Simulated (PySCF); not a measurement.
Species: propargyl bromide, C3H3Br.
Bonds: C1–C2 (triple), C2–C3, C3–Br4. Hydrogens: H5 on C1; H6, H7 on C3.

Method: PySCF, PBE0-D3(BJ)/def2-TZVP geometry optimisation, gas phase; density fitting, grid level 2; the optimiser is geomeTRIC in internal coordinates, started from a GFN2-xTB structure with every atom displaced at random (about 0.01 Å).

Step 0: E = -73193.2527 eV
```
atom  x, y, z in Å  |  force x, y, z in eV/Å
C1      1.5941   -0.6942    0.3346   -4.699   1.480  -1.061
C2      0.4516   -0.3233    0.0776    2.375  -0.707   0.570
C3     -0.8835    0.1606   -0.2201    1.103   0.303   0.473
Br4    -0.9313    2.1298   -0.0078   -0.136  -0.374  -0.077
H5      2.5414   -1.0105    0.5350    1.967  -0.665   0.432
H6     -1.6039   -0.2452    0.4759   -0.292  -0.018   0.041
H7     -1.1340   -0.0465   -1.2450   -0.317  -0.018  -0.377
```

Step 1: E = -73193.3340 eV
```
atom  x, y, z in Å  |  force x, y, z in eV/Å
C1      1.5597   -0.7614    0.3131   -0.113   0.586   0.067
C2      0.5020   -0.2183    0.1149    0.226  -0.579  -0.062
C3     -0.8378    0.2068   -0.1996    0.070  -0.036  -0.009
Br4    -1.0896    2.1366   -0.0498    0.031   0.037   0.019
H5      2.5506   -1.1027    0.5231   -0.190  -0.076  -0.050
H6     -1.5620   -0.2435    0.4788    0.005   0.038  -0.039
H7     -1.0886   -0.0468   -1.2303   -0.029   0.030   0.073
```

**Question.** Estimate the geometry and energy of step 2. (The exact step hangs on the optimiser's Hessian estimate; all steps are aligned on step 1, rigid shifts and turns removed.)

**Answer.** E = -73193.3500 eV, largest force 0.378 eV/Å
```
atom  x, y, z in Å  |  force x, y, z in eV/Å
C1      1.5628   -0.7444    0.3151    0.180   0.305   0.106
C2      0.4962   -0.2366    0.1053   -0.174  -0.312  -0.124
C3     -0.8406    0.1963   -0.2043    0.059   0.050   0.034
Br4    -1.0588    2.1312   -0.0400    0.009   0.030   0.005
H5      2.5481   -1.0873    0.5301   -0.052  -0.090  -0.023
H6     -1.5682   -0.2423    0.4760   -0.008   0.007  -0.006
H7     -1.1052   -0.0462   -1.2320   -0.013   0.010   0.009
```

The energy changes by -0.0160 eV. The first-order estimate −F·Δx gives -0.0203 eV and the mean of the old and new forces, exact on a quadratic surface, -0.0162 eV. The step makes an angle of 64° with the force vector and moves no atom by more than 0.033 Å.

The cost below is that of the whole optimisation. Time: 52 s wall; peak memory 0.69 GiB. Hardware: an Arm Neoverse V1 with one thread, no GPU, shared host with 32 logical CPUs at a one-minute load of 14.
